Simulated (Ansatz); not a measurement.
Frontier orbitals of C2H9NOSi, SMILES `NCCO[SiH3]`.

Charge 0, multiplicity 1. The geometry is a stationary point of PBE0-D4/def2-TZVP. It is one conformer, not always the lowest. Basis def2-TZVPP, Ansatz 0.2.0.

Orbital energies of one run (eV). Highest occupied ones, from the top: -9.76, -10.96, -11.74, -12.55, -12.76, -13.66, -14.62, -14.72, -15.80, -16.76, -17.20, -18.75, -20.31, -23.74. Empty: 2.46, 3.49, 3.72, 3.86, 4.10, 4.35.

Q: Which functional gave them?
A. HSE06 (plane-wave form)
B. LC-ωPBE
C. PBE
D. B97M-V

A: B. HOMO energies: LC-ωPBE -9.76, B97M-V -5.92, PBE -5.42, HSE06 -6.50 eV.

LC-ωPBE has ω = 0.4 bohr⁻¹.
